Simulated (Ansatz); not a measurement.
C2H7AlO2. Total charge 0; spin multiplicity 1. The bonds changed during the relaxation, so this is another structure than the one it started from. All single points use the PBE0-D4/def2-TZVP geometry. It is one conformer, not always the lowest.

```xyz
12

C     1.331   -1.569    0.385
Al   -0.091   -0.591   -0.513
O    -1.466   -0.014    0.474
C    -1.248    1.309    0.378
O     0.072    1.405   -0.327
H     1.547   -1.168    1.379
H     1.063   -2.623    0.512
H     2.260   -1.550   -0.195
H    -0.387   -0.796   -2.067
H    -1.108    1.811    1.342
H    -1.979    1.854   -0.238
H     0.003    1.933   -1.129
```

**Question.** What is the dipole moment at B3LYP/def2-TZVPP? (Best estimate.)

**Answer.** The calculation gave: 3.20 D, with components (0.18, 3.15, -0.55) D in this frame, pointing from negative to positive charge.

**Question.** And with PBE, r2SCAN, ωB97M-V? (Best estimate.)

**Answer.** The calculation gave: PBE 3.06 D, r2SCAN 3.15 D, ωB97M-V 3.25 D.

**Question.** Give the Mulliken charges with B3LYP, r2SCAN, ωB97M-V in def2-TZVPP. (Estimate.)

**Answer.** The calculation gave: 
```
atom  B3LYP  r2SCAN  ωB97M-V
  C1  -0.45   -0.38    -0.52
 Al2   0.53    0.54     0.50
  O3  -0.44   -0.46    -0.44
  C4   0.18    0.28     0.13
  O5  -0.25   -0.25    -0.23
  H6   0.08    0.06     0.10
  H7   0.08    0.06     0.10
  H8   0.08    0.06     0.10
  H9  -0.19   -0.20    -0.15
 H10   0.10    0.05     0.12
 H11   0.08    0.04     0.10
 H12   0.19    0.21     0.19
```

B3LYP here is the variant with VWN-RPA as its local correlation; programs differ in this.

Program: Ansatz 0.2.0.
